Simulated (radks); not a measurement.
Q: These are the eigenvalues of the occupied orbitals of an atom or ion with whole-number occupations (Ry). Method: scalar-relativistic Kohn-Sham, PBE, spin-polarised, spherical densities, finite nucleus; Fermi nuclear charge, rms radius of each element as measured or else 0.836 A^(1/3) + 0.57 fm; computed with a radial shooting solver on a logarithmic mesh with Libxc functionals.

1s down: -473.6018
1s up: -473.6011
2s up: -55.83595
2s down: -55.69695
2p up: -47.45447
2p down: -47.34868
3s up: -7.49951
3s down: -7.16327
3p up: -5.18299
3p down: -4.85420
3d up: -1.59614
4s up: -1.02509
4s down: -0.95437

Which element is it, and in what charge state? The configuration may be excited. Open shells, if any, are filled with parallel spins first.

A: Z = 25, manganese, charge +1: Mn+ in [Ar] 3d4 4s2. The list shows which subshells hold electrons but not how many an open one holds; the 1s level, -236.8 hartree, gives Z - s = 21.8 by -(Z - s)^2/2, which with screening and relativity narrows Z to a few neighbours, and the depths of the outer levels then fix element, charge and occupations together.
